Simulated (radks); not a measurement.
Values are calculated unless marked as measured or tabulated.
Valence configurations of Os I (all share [Xe]). Level of theory: scalar-relativistic Kohn-Sham, LDA (Slater exchange, Perdew-Wang correlation), spin-unpolarised, spherical densities, point nucleus (a radial shooting solver on a logarithmic mesh with Libxc functionals). Energies are relative to 4f14 5d6 6s2; eigenvalues in eV.

valence	E (eV)	e(4f)	e(5d)	e(6p)	e(6s)
4f14 5d6 6s2	0.000	-52.295	-6.462	-	-6.379
4f13 5d7 6s2	50.380	-62.360	-7.485	-	-6.455
4f13.5 5d6.5 6s2	24.060	-57.273	-6.972	-	-6.420
4f13 5d6 6s2 6p1	57.698	-67.160	-11.117	-2.572	-8.482
4f14 5d5.5 6s2 6p0.5	2.798	-54.555	-8.166	-2.024	-7.380
4f13.5 5d6 6s2 6p0.5	27.136	-59.604	-8.746	-2.021	-7.450
4f14 5d6 6s1.5 6p0.5	2.528	-53.219	-7.320	-1.885	-7.024
4f12.5 5d7.5 6s2	79.014	-67.555	-8.000	-	-6.486
4f14 5d5 6s2 6p1	6.154	-56.838	-9.844	-2.558	-8.309
4f14 5d7 6s1	0.352	-49.895	-4.926	-	-5.693

NIST lists [Xe] 4f14 5d6 6s2 as the ground configuration; this level of theory agrees among the configurations tried. The energies are those of spherical spin-averaged densities, not of single terms.
